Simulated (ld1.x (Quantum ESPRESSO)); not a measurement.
# u(r) = r·R(r): atom against pseudo-atom (Nb)

Columns: radius, all-electron u(r) and pseudo u(r) of the 4s shell (level -64.81 eV) of niobium in the configuration [Ar] 3d10 4s2 4p6 4d4 5s0 5p0; PBE, scalar-relativistic, RRKJ scheme, ld1.x (Quantum ESPRESSO) 7.5.

```
r (bohr)  all-electron   pseudo
   0.135       -0.3008  -0.0639
   0.270        0.4703  -0.1467
   0.405        0.4710  -0.2700
   0.540       -0.0377  -0.4531
   0.675       -0.5544  -0.6883
   0.810       -0.8956  -0.9160
   0.945       -1.0525  -1.0532
   1.080       -1.0707  -1.0707
   1.215       -1.0025  -1.0025
   1.350       -0.8903  -0.8903
   1.485       -0.7627  -0.7627
   1.620       -0.6370  -0.6370
   1.755       -0.5222  -0.5222
   1.890       -0.4221  -0.4221
   2.025       -0.3377  -0.3377
   2.160       -0.2678  -0.2678
   2.295       -0.2110  -0.2110
   2.430       -0.1652  -0.1652
   2.565       -0.1289  -0.1289
   2.700       -0.1002  -0.1002
   2.835       -0.0776  -0.0776
   2.970       -0.0599  -0.0599
   3.105       -0.0461  -0.0461
   3.240       -0.0355  -0.0355
   3.375       -0.0272  -0.0272
   3.510       -0.0209  -0.0209
```

Question: How many radial nodes do the two functions have?

Answer: The all-electron 4s function has n − l − 1 = 3 (the table is too coarse to show those close to the nucleus); the pseudo-wave has 0, since the states of the same l below it are removed with the core.

Question: At about which radius was the pseudo-wave matched?

Answer: 1.10 bohr, where the columns begin to agree (steps of 0.14 bohr).

Question: Is the pseudo-wave norm-conserving?

Answer: Yes: the RRKJ scheme keeps the norm inside the radius equal to the all-electron one, which fixes the energy derivative of the logarithmic derivative at the level.
